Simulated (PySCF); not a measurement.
PySCF input for C₄H₈ClF, SMILES C(C[C@H](Cl)F)C, TDA-LC-ωPBE/def2-SVPD. The structure is a stationary point at B3LYP-D3(BJ)/def2-SVP. The structure was generated by enumeration; whether it is a known compound was not checked. One conformer was computed; it need not be the lowest.

```python
import numpy as np
from pyscf import gto, scf, dft, tdscf

mol = gto.M(
    atom='''
    C    -3.12648392   -0.25313136    0.19388746
    C    -1.70876161   -0.81970517    0.15128796
    C    -0.63903465    0.27525055    0.18150370
    C     0.76638226   -0.28196628    0.12345719
    F     0.94661391   -0.99555433   -1.02574114
    Cl    1.99041367    1.04552210    0.18073513
    H    -3.31538986    0.41014953   -0.66610766
    H    -3.29525586    0.33700325    1.10983704
    H    -3.87966123   -1.05573611    0.16911102
    H    -1.57024150   -1.42579606   -0.75866429
    H    -1.55455529   -1.50492904    1.00426649
    H    -0.72845359    0.88121204    1.09758203
    H    -0.76434999    0.96335276   -0.67114971
    H     0.99873708   -0.94182933    0.97348012
    ''',
    basis='def2-SVPD',
    charge=0,
    spin=0,
    max_memory=1600,
    verbose=4,
)
mf = dft.RKS(mol, xc='lc_wpbe').density_fit(auxbasis='def2-universal-jkfit')
mf.grids.level = 3
mf.conv_tol = 1e-9
mf.max_cycle = 100
mf.kernel()
mf.grids = dft.Grids(mol).set(level=1).build(with_non0tab=True)  # coarser grid for the response kernel
td = tdscf.TDA(mf)
td.singlet = True
td.nstates = 10
td.conv_tol = 1e-4
td.positive_eig_threshold = 1e-6
td.kernel(x0=td.get_init_guess(mf, 15))
td.analyze()
tt = tdscf.TDA(mf)
tt.singlet = False
tt.nstates = 4
tt.conv_tol = 1e-4
tt.positive_eig_threshold = 1e-6
tt.kernel(x0=tt.get_init_guess(mf, 9))
tt.analyze(verbose=3)
```

Program output:

```
PySCF version 2.14.0

[INPUT] verbose = 4
[INPUT] num. atoms = 14
[INPUT] num. electrons = 58
[INPUT] charge = 0
[INPUT] spin (= nelec alpha-beta = 2S) = 0
[INPUT] symmetry False subgroup None
[INPUT] Mole.unit = angstrom
[INPUT] Symbol           X                Y                Z      unit          X                Y                Z       unit  Magmom
[INPUT]  1 C     -3.126483920000  -0.253131360000   0.193887460000 AA   -5.908198341657  -0.478348943939   0.366394198388 Bohr   0.0
[INPUT]  2 C     -1.708761610000  -0.819705170000   0.151287960000 AA   -3.229091455071  -1.549018274190   0.285892810344 Bohr   0.0
[INPUT]  3 C     -0.639034650000   0.275250550000   0.181503700000 AA   -1.207600472607   0.520148155136   0.342992283595 Bohr   0.0
[INPUT]  4 C      0.766382260000  -0.281966280000   0.123457190000 AA    1.448252578125  -0.532839045562   0.233300277208 Bohr   0.0
[INPUT]  5 F      0.946613910000  -0.995554330000  -1.025741140000 AA    1.788841035604  -1.881325025825  -1.938369829299 Bohr   0.0
[INPUT]  6 Cl     1.990413670000   1.045522100000   0.180735130000 AA    3.761336710890   1.975750426180   0.341539896788 Bohr   0.0
[INPUT]  7 H     -3.315389860000   0.410149530000  -0.666107660000 AA   -6.265178831560   0.775070281819  -1.258761046875 Bohr   0.0
[INPUT]  8 H     -3.295255860000   0.337003250000   1.109837040000 AA   -6.227131085768   0.636843845588   2.097288048498 Bohr   0.0
[INPUT]  9 H     -3.879661230000  -1.055736110000   0.169111020000 AA   -7.331497180793  -1.995052107714   0.319573512446 Bohr   0.0
[INPUT] 10 H     -1.570241500000  -1.425796060000  -0.758664290000 AA   -2.967326384426  -2.694364062884  -1.433667728588 Bohr   0.0
[INPUT] 11 H     -1.554555290000  -1.504929040000   1.004266490000 AA   -2.937683743594  -2.843903722505   1.897788622178 Bohr   0.0
[INPUT] 12 H     -0.728453590000   0.881212040000   1.097582030000 AA   -1.376577779556   1.665249413269   2.074129435944 Bohr   0.0
[INPUT] 13 H     -0.764349990000   0.963352760000  -0.671149710000 AA   -1.444412144414   1.820472877744  -1.268289140481 Bohr   0.0
[INPUT] 14 H      0.998737080000  -0.941829330000   0.973480120000 AA    1.887339551648  -1.779799489783   1.839610814509 Bohr   0.0

nuclear repulsion = 299.732121077252
number of shells = 84
number of NR pGTOs = 278
number of NR cGTOs = 194
basis = def2-SVPD
ecp = {}


******** <class 'pyscf.df.df_jk.DFRKS'> ********
method = DFRKS
initial guess = minao
damping factor = 0
level_shift factor = 0
DIIS = <class 'pyscf.scf.diis.CDIIS'>
diis_start_cycle = 1
diis_space = 8
diis_damp = 0
SCF conv_tol = 1e-09
SCF conv_tol_grad = None
SCF max_cycles = 100
direct_scf = False
XC library pyscf.dft.libxc version 7.1.2
    S. Lehtola, C. Steigemann, M. J. T. Oliveira, and M. A. L. Marques,  SoftwareX 7, 1–5 (2018)
XC functionals = lc_wpbe
    O. A. Vydrov and G. E. Scuseria,  J. Chem. Phys. 125, 234109 (2006)
radial grids:
    Treutler-Ahlrichs [JCP 102, 346 (1995); DOI:10.1063/1.469408] (M4) radial grids

becke partition: Becke, JCP 88, 2547 (1988); DOI:10.1063/1.454033
pruning grids: <function nwchem_prune>
grids dens level: 3
symmetrized grids: False
atomic radii adjust function: <function treutler_atomic_radii_adjust>
small_rho_cutoff = 0
Set gradient conv threshold to 3.16228e-05
Initial guess from minao.
tot grids = 168080
Create RSH-DF object <pyscf.df.df.DF object> for omega=0.4
******** <class 'pyscf.df.df.DF'> ********
auxbasis = auxmol.basis = def2-universal-jkfit
init E= -717.281163369458
  HOMO = -0.35375240190541  LUMO = 0.0244118430491009  gap/eV = 10.29037
cycle= 1 E= -716.612586251056  delta_E= 0.669  |g|= 0.638  |ddm|= 4.34
  HOMO = -0.41655959197711  LUMO = 0.0441378995737138  gap/eV = 12.53622
cycle= 2 E= -716.625233398755  delta_E= -0.0126  |g|= 0.68  |ddm|= 1.65
  HOMO = -0.42033789119558  LUMO = 0.0827645364469252  gap/eV = 13.69011
cycle= 3 E= -716.708292059552  delta_E= -0.0831  |g|= 0.0545  |ddm|= 0.808
  HOMO = -0.425084602428023  LUMO = 0.0853520813411368  gap/eV = 13.88969
cycle= 4 E= -716.708884869646  delta_E= -0.000593  |g|= 0.0321  |ddm|= 0.132
  HOMO = -0.424811205296434  LUMO = 0.0853294001062146  gap/eV = 13.88163
cycle= 5 E= -716.709116350506  delta_E= -0.000231  |g|= 0.00487  |ddm|= 0.0492
  HOMO = -0.424655722673076  LUMO = 0.0854677931742964  gap/eV = 13.88117
cycle= 6 E= -716.709126476941  delta_E= -1.01e-05  |g|= 0.00114  |ddm|= 0.0168
  HOMO = -0.424842808076723  LUMO = 0.0854306663046183  gap/eV = 13.88525
cycle= 7 E= -716.709127262032  delta_E= -7.85e-07  |g|= 0.00049  |ddm|= 0.00533
  HOMO = -0.424826071307402  LUMO = 0.0854387504935832  gap/eV = 13.88501
cycle= 8 E= -716.709127443458  delta_E= -1.81e-07  |g|= 0.000126  |ddm|= 0.00137
  HOMO = -0.42482504393721  LUMO = 0.0854438015572803  gap/eV = 13.88512
cycle= 9 E= -716.709127452461  delta_E= -9e-09  |g|= 2.61e-05  |ddm|= 0.000537
  HOMO = -0.424830469483775  LUMO = 0.0854431984357196  gap/eV = 13.88525
cycle= 10 E= -716.709127452829  delta_E= -3.69e-10  |g|= 7.18e-06  |ddm|= 0.000111
  HOMO = -0.424828858875605  LUMO = 0.0854433921621078  gap/eV = 13.88522
Extra cycle  E= -716.709127452853  delta_E= -2.41e-11  |g|= 3.13e-06  |ddm|= 2.79e-05
converged SCF energy = -716.709127452853
tot grids = 52112
Overwritten attributes  positive_eig_threshold  of <class 'pyscf.tdscf.rks.TDA'>


******** <class 'pyscf.tdscf.rks.TDA'> for <class 'pyscf.df.df_jk.DFRKS'> ********
nstates = 10 singlet
deg_eia_thresh = 1.000e-03
wfnsym = None
conv_tol = 0.0001
eigh lindep = 1e-12
eigh level_shift = 0
eigh max_cycle = 100


Excitation energies (eV)
[ 7.6006477   7.94426324  9.25921618  9.63061489  9.7694872   9.82535721
  9.90359824 10.0313162  10.14166173 10.26807485]

** Singlet excitation energies and oscillator strengths **
Excited State   1:      7.60065 eV    163.12 nm  f=0.0003
      29 -> 30        0.40091
      29 -> 31       -0.43311
      29 -> 33        0.13019
      29 -> 36        0.17342
      29 -> 37       -0.17951
Excited State   2:      7.94426 eV    156.07 nm  f=0.0021
      28 -> 30        0.39505
      28 -> 31       -0.43651
      28 -> 33        0.12994
      28 -> 36        0.17422
      28 -> 37       -0.17278
Excited State   3:      9.25922 eV    133.90 nm  f=0.0514
      29 -> 30       -0.26277
      29 -> 31       -0.24073
      29 -> 32       -0.46515
      29 -> 33       -0.27541
      29 -> 35        0.11259
Excited State   4:      9.63061 eV    128.74 nm  f=0.0575
      28 -> 30       -0.23714
      28 -> 31       -0.26764
      28 -> 32       -0.41602
      28 -> 33       -0.32725
      28 -> 40        0.11677
Excited State   5:      9.76949 eV    126.91 nm  f=0.0557
      24 -> 30        0.22350
      24 -> 31       -0.20503
      24 -> 36        0.11436
      26 -> 30        0.25342
      26 -> 31       -0.16496
      27 -> 30       -0.35811
      29 -> 33       -0.16982
Excited State   6:      9.82536 eV    126.19 nm  f=0.0330
      24 -> 30        0.12950
      26 -> 30        0.22315
      27 -> 30        0.43582
      27 -> 31        0.29622
      28 -> 32       -0.11397
      29 -> 33       -0.10505
Excited State   7:      9.90360 eV    125.19 nm  f=0.1211
      24 -> 30       -0.11290
      25 -> 30        0.30456
      25 -> 31       -0.26290
      25 -> 36        0.10576
      26 -> 30        0.17740
      29 -> 32        0.15315
      29 -> 33       -0.15585
      29 -> 34        0.21494
      29 -> 35       -0.11950
      29 -> 36       -0.11055
Excited State   8:     10.03132 eV    123.60 nm  f=0.0571
      24 -> 31       -0.14272
      26 -> 30        0.29703
      29 -> 30       -0.24912
      29 -> 32       -0.14379
      29 -> 33        0.31649
      29 -> 34       -0.13904
      29 -> 37       -0.24664
      29 -> 40       -0.12228
      29 -> 45        0.11221
Excited State   9:     10.14166 eV    122.25 nm  f=0.1156
      22 -> 30        0.10523
      24 -> 30        0.20188
      26 -> 30       -0.16321
      26 -> 31       -0.34640
      26 -> 33        0.10898
      28 -> 34        0.10269
      29 -> 30        0.16722
      29 -> 31        0.20680
      29 -> 32       -0.19941
      29 -> 35        0.10633
      29 -> 36       -0.11369
Excited State  10:     10.26807 eV    120.75 nm  f=0.0093
      25 -> 30        0.15111
      25 -> 31       -0.10282
      29 -> 34       -0.45936
      29 -> 36        0.21808
      29 -> 37        0.18538
      29 -> 43       -0.10785
      29 -> 44       -0.10995
      29 -> 45       -0.12045

** Transition electric dipole moments (AU) **
state          X           Y           Z        Dip. S.      Osc.
  1        -0.0422      0.0001     -0.0076      0.0018      0.0003
  2         0.0937      0.0431     -0.0049      0.0107      0.0021
  3        -0.4600      0.0587     -0.1085      0.2268      0.0514
  4         0.1013     -0.2382     -0.4204      0.2437      0.0575
  5         0.1966      0.4375     -0.0526      0.2328      0.0557
  6         0.2416      0.1246     -0.2511      0.1369      0.0330
  7         0.4940      0.5033     -0.0412      0.4990      0.1211
  8         0.4046     -0.1992      0.1705      0.2324      0.0571
  9         0.5306      0.4139      0.1108      0.4651      0.1156
 10         0.1421      0.0266      0.1263      0.0369      0.0093

** Transition velocity dipole moments (imaginary part, AU) **
state          X           Y           Z        Dip. S.      Osc.
  1        -0.0669      0.0598     -0.0437      0.0100      0.0238
  2         0.0500     -0.0152     -0.0736      0.0081      0.0186
  3        -0.1512      0.0273     -0.0401      0.0252      0.0494
  4         0.0345     -0.0764     -0.1319      0.0244      0.0460
  5         0.0602      0.1167     -0.0140      0.0174      0.0324
  6         0.0707      0.0254     -0.0797      0.0120      0.0221
  7         0.1450      0.1262     -0.0241      0.0375      0.0687
  8         0.1142     -0.0606      0.0309      0.0177      0.0319
  9         0.1739      0.1303      0.0128      0.0474      0.0848
 10         0.0472     -0.0201      0.0505      0.0052      0.0092

** Transition magnetic dipole moments (imaginary part, AU) **
state          X           Y           Z
  1        -0.0014     -0.0615      0.0357
  2        -0.2168      0.0833     -0.2587
  3         0.1539     -0.4171     -0.9229
  4         0.3197     -1.0939      0.7858
  5         0.0358     -0.5133     -0.9154
  6         1.1580      0.1775     -0.4930
  7        -0.1542     -0.3332     -0.3276
  8        -0.2504     -0.1264     -0.0736
  9        -0.0149     -0.2161      0.5246
 10         0.5493      0.2692      0.4755


******** <class 'pyscf.tdscf.rks.TDA'> for <class 'pyscf.df.df_jk.DFRKS'> ********
nstates = 4 triplet
deg_eia_thresh = 1.000e-03
wfnsym = None
conv_tol = 0.0001
eigh lindep = 1e-12
eigh level_shift = 0
eigh max_cycle = 100


Excitation energies (eV)
[6.73575161 7.01609351 8.33123537 8.96555767]

** Triplet excitation energies and oscillator strengths **
Excited State   1:      6.73575 eV    184.07 nm  f=0.0000
Excited State   2:      7.01609 eV    176.71 nm  f=0.0000
Excited State   3:      8.33124 eV    148.82 nm  f=0.0000
Excited State   4:      8.96556 eV    138.29 nm  f=0.0000
```

The run converged.
